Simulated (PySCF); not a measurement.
## CsRb: energy against distance

Set-up: Cs def2-SVPD with ECP46, Rb def2-SVPD with ECP28; scalar-relativistic core potentials (PySCF 2.14). Energies in eV from Cs + Rb in their ground configurations at the same level. State: ¹Σ⁺ (singlet), closed shell.

| R (Å) | B2PLYP |
| --- | --- |
| 3.897 | -0.2795 |
| 4.079 | -0.3343 |
| 4.260 | -0.3654 |
| 4.396 | -0.3761 |
| 4.532 | -0.3778 |
| 4.668 | -0.3720 |
| 4.849 | -0.3548 |
| 5.076 | -0.3219 |
| 5.348 | -0.2712 |
| 5.710 | -0.1936 |

Task: Put a parabola through the three lowest points of the B2PLYP curve and estimate Re, k and ωe (reduced mass 51.81 u; 1 eV/Å² = 0.16022 mdyn/Å; ωe = 1302.8·√(k/μ) cm⁻¹).

Result: Through R = 4.396, 4.532, 4.668 Å the second-order coefficient is 0.203 eV/Å², so Re ≈ 4.495 Å, k ≈ 0.0650 mdyn/Å and ωe ≈ 46 cm⁻¹. A polynomial fit of higher order to the unrounded B2PLYP energies gives Re = 4.492 Å, k = 0.0685 mdyn/Å, ωe = 47.4 cm⁻¹; anharmonicity and rounding make the difference.

The higher-order fit for each curve: B2PLYP: Re = 4.492 Å, ωe = 47.4 cm⁻¹, De = 0.378 eV.

Correlated steps freeze no core orbitals. Closed-shell solutions of metal pairs were not tested for spin polarisation, which can lower them a little. The bond is weak. Basis-set superposition, not corrected here, can be much of De in a small basis, most of all at correlated wavefunction levels. Functionals without a dispersion term scatter widely for such bonds, and LDA overbinds them. Spin–orbit coupling is left out. B2PLYP dipoles, levels and charges come from its SCF part alone.
